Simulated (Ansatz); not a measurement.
```yaml
crystal:
  periodic: [false, false, false]
  atoms:
    - {symbol: Ga, position_ang: [0.632694, 1.103234, 0.007164]}
    - {symbol: H, position_ang: [2.081292, 1.131260, 0.036526]}
    - {symbol: H, position_ang: [-0.067905, 2.371002, -0.033245]}
    - {symbol: Si, position_ang: [-0.478634, -0.830850, 0.010277]}
    - {symbol: H, position_ang: [-1.708267, -0.714065, 0.593499]}
    - {symbol: H, position_ang: [0.210413, -1.812267, 0.664514]}
    - {symbol: H, position_ang: [-0.669602, -1.248324, -1.278726]}
basis:
  gaussian: {orbitals: def2-mTZVP, final_grid: {core_spheres: 5, valence_spheres: 4, degree: 11}}
hamiltonian: {xc: {name: revPBE}, dispersion: d3bj, pseudopotentials: {relativity: none}}
accuracy: high
scf: {lower_state_search: full}
```

```sh
$ ansatz run in.yaml --threads 2 --pin off --events-out ev --progress --plain --max-ram 32768MiB --backend cpu
```

It prints (some lines left out):

```
Functional definition: revPBE
1430 factors; integrals over basis functions are off by at most 4.4e-9 eV
mean field evaluation 1: about -60327.2942 eV, gradient 3.9e1 eV
mean field evaluation 2: about -60327.3184 eV, gradient 3.9e1 eV
mean field evaluation 4: about -60329.7132 eV, gradient 6.1e0 eV
mean field evaluation 8: about -60329.7767 eV, gradient 5.1e-2 eV
mean field evaluation 16: about -60329.7767 eV, gradient 1.6e-6 eV
mean field -60329.77674191 eV, -2217.0784022738 hartree, gradient 7.1e-8 eV, S^2 0.000000; 0 other end points of the search recorded, 0 dependent functions left out
reference -60329.77674758 eV, -2217.0784024821 hartree; 25, 25 occupied and 48, 48 virtual orbitals, 1430 factors
Total energy: -60330.04110231 eV, -2217.0881173392 hartree
```

Hardware: 2 threads of AMD EPYC 7R13 on a shared host. Wall time 0.8 s.
